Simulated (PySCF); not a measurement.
# Excitation energies in several basis sets

CH₉BNP.
SMILES: `C[B@@H-]([NH3+])P`

TDDFT with PBE0 (PySCF), vertical singlets, core orbitals frozen in the response, spherical d and f functions. One conformer (not necessarily the lowest) at the PBE0-D3(BJ)/def2-SVP geometry, without solvent, vibrations or thermal averaging.

Question: Compare 6-31G*, 6-31+G*, def2-SVP, def2-SVPD, aug-cc-pVDZ, def2-TZVP and def2-TZVPD for this molecule.

Answer: 

| basis | functions | diffuse | S1 (eV) | S2 (eV) | S3 (eV) | S4 (eV) | S5 (eV) | LUMO (eV) | α (au) |
| --- | --- | --- | --- | --- | --- | --- | --- | --- | --- |
| 6-31G* | 78 | no | 5.51 | 6.55 | 7.03 | 7.47 | 7.69 | 0.82 | 56.4 |
| 6-31+G* | 94 | yes | 4.30 | 5.60 | 5.74 | 5.86 | 5.94 | -0.78 | 66.0 |
| def2-SVP | 105 | no | 5.19 | 6.50 | 6.71 | 7.01 | 7.20 | 0.37 | 58.2 |
| def2-SVPD | 156 | yes | 4.62 | 6.01 | 6.12 | 6.23 | 6.44 | -0.43 | 71.1 |
| aug-cc-pVDZ | 177 | yes | 4.27 | 5.42 | 5.52 | 5.62 | 5.77 | -0.90 | 73.8 |
| def2-TZVP | 184 | no | 4.81 | 6.04 | 6.30 | 6.44 | 6.72 | -0.19 | 67.5 |
| def2-TZVPD | 235 | yes | 4.41 | 5.78 | 5.85 | 5.92 | 6.05 | -0.71 | 73.3 |

States are compared by their number. Against the largest diffuse basis here (def2-TZVPD, itself not a converged limit), sets without diffuse functions differ by up to 1.10 eV in S1 and 1.64 eV in S5; the smaller diffuse sets differ by up to 0.21 and 0.39 eV. State by state, the largest deviation of a set without diffuse functions is S1 1.10, S2 0.77, S3 1.18, S4 1.54, S5 1.64 eV. The same number needn't mean the same state in each row. Against def2-TZVPD the polarisability deviates by -23% in 6-31G*, -10% in 6-31+G*, -21% in def2-SVP, -3% in def2-SVPD, +1% in aug-cc-pVDZ, -8% in def2-TZVP. A single + in a Pople set puts diffuse functions on heavy atoms only.

Without π bonds the low states are Rydberg-like; a valence basis with one diffuse set may place them up to an eV too high.
